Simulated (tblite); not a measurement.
Compound: C₄H₇NO₂Si.
Geometry (GFN2-xTB, Å), atoms numbered from 1 in this order:
```xyz
15
C4H7NO2Si angstrom
N      3.6746    0.9077    1.3276
C      2.8173    0.4780    0.7040
Si     1.4870   -0.2625   -0.3722
O      0.5758    0.9640   -0.9325
C     -0.8277    0.9176   -0.8885
C     -1.3426    0.2827    0.3987
C     -0.8355   -1.1485    0.5412
O      0.5677   -1.2147    0.5747
H      2.0535   -1.0282   -1.4753
H     -1.1924    0.3528   -1.7557
H     -1.1787    1.9508   -0.9716
H     -2.4321    0.2869    0.4001
H     -0.9784    0.8687    1.2449
H     -1.1927   -1.5886    1.4774
H     -1.2003   -1.7588   -0.2947
```

All values are computed: GFN2-xTB (tblite) harmonic vibrations without scaling, gas phase. Errors from tens to a few hundred cm⁻¹ against measured bands are possible. Modes of hydrogen on silicon can be 10 to 20 % off. One conformer, not necessarily the lowest.

Harmonic wavenumbers (cm⁻¹): 53.1, 99.4, 135.7, 182.8, 292.9, 324.5, 325.7, 386.0, 409.3, 551.2, 622.9, 646.5, 718.8, 782.0, 809.7, 905.5, 906.9, 935.6, 1023.6, 1115.6, 1116.0, 1150.9, 1185.0, 1216.6, 1250.6, 1322.7, 1337.3, 1338.7, 1452.4, 1477.5, 1486.2, 2314.3, 2377.3, 2899.1, 2902.7, 2945.9, 2947.1, 2990.1, 3006.8.

A = 3303, B = 1283, C = 1113 MHz; mass 129.025 u (most abundant isotopes); point group Cs, symmetry number 1.

Task: Zero-point energy?

Result: Half the sum of the wavenumbers: 23972 cm⁻¹ = 68.54 kcal/mol.

Task: Give the ideal-gas entropy at 298.15 K and 1 bar in the rigid-rotor, harmonic-oscillator model (classical rotation).

Result: Translation 40.50, rotation 28.61, vibration 22.21: S = 91.3 cal/(mol K).

Task: And Cp and H(298.15 K) − H(0)?

Result: Cp = 32.51 cal/(mol K), of which vibrations give 24.56 (their classical limit is 39 R = 77.5); H(298.15 K) − H(0) = 5.97 kcal/mol without the zero-point energy, 3.60 from vibrations.

Task: What must be added to the electronic energy to get the Gibbs energy at 298.15 K and 1 bar?

Result: ZPE + [H(298.15 K) − H(0)] − T·S = 68.54 + 5.97 − 27.23 = 47.28 kcal/mol.

Task: Which modes carry the vibrational entropy at 298.15 K?

Result: 53.1 cm⁻¹: 4.70; 99.4 cm⁻¹: 3.47; 135.7 cm⁻¹: 2.86; 182.8 cm⁻¹: 2.30; 292.9 cm⁻¹: 1.46; 324.5 cm⁻¹: 1.29 cal/(mol K); the other 33 give 6.14 together.

Hindered rotation and anharmonicity are outside this model. Other conformers, if any are populated, would add a mixing term that is left out.
